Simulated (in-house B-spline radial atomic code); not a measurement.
## RPA and G0W0 on PBE0: Cl6+

Configuration [Ne] 3s1, highest spin, mean-field start PBE0. Computed with a B-spline radial code for spherical atoms: all electrons, scalar-relativistic (spin-free one-electron X2C), finite nucleus, each spin shell either full or empty, empty states to l = 9 with an (l + 1/2)⁻⁴ tail; G0W0 by contour deformation at full frequency.

Command:
```bash
python run_gw.py task.json out
```
Settings (radii: box in bohr, nucleus in fm):
```
Z                        17
electrons                11
configuration            [Ne] 3s1
hamiltonian              x2c
method                   pbe0
lmax                     9
rms_radius               3.3654
spin_polarised           True
box_radius               9.29
intervals                68
ion_configuration        [He] 2s2 2p6
```

Run time, properties included: 1.7 s on 1 thread of Intel(R) Xeon(R) 6975P-C (shared host).

Energies (hartree):

```
                                     term       value
                         mean-field total  -450.63113
Hartree-Fock functional on these orbitals  -450.33077
                      direct second order    -0.71655
                    second-order exchange      0.2704
                         SOSEX correction     0.25252
```

(1) What is the RPA correlation energy, and what remains with SOSEX?

Quasi-particle levels (eV):

```csv
level,occupied,mean field,Σx - vxc,Σc,QP weight,G0W0
3s up,yes,-109.05,-4.75,?,?,?
2p down,yes,-305.99,-20.19,2.94,0.964,-323.24
2p up,yes,-306.56,-20.32,3.00,0.959,-323.89
3s down,no,-101.35,6.83,-2.42,0.958,-96.94
```

G0W0 = mean field + (Σx - vxc) + Σc, with Σc (partial-wave tail included) taken at the quasi-particle energy. Only the outer levels were computed. Levels of low weight are left out.

(2) Where does G0W0 put 3s up?

(3) What does it cost to remove one electron (to [He] 2s2 2p6) by differences of total energies, each species on its own start (correlation terms add to the Hartree-Fock functional)?

## Answers

(1) RPA gives -0.65918 hartree (-1.63 eV per electron); RPA + SOSEX gives -0.40666, and the second-order doubles -0.44614 hartree (no singles). SOSEX takes back 38 % of the RPA value.

(2) At -115.39 eV, with Σc = -1.59 eV and a quasi-particle weight of 0.976. The tabulated removal energy is 114.201 eV (NIST, measured); the calculation leaves out spin-orbit coupling, Breit and QED terms, and what these don't explain is the method's own error.

(3) PBE0 114.79 eV, Hartree-Fock functional 113.69 eV, + RPA 115.01 eV, + RPA + SOSEX 114.16 eV, + second order 114.27 eV. Tabulated: 114.201 eV (NIST, measured); the calculation leaves out spin-orbit coupling, Breit and QED terms, and what these don't explain is the method's own error.
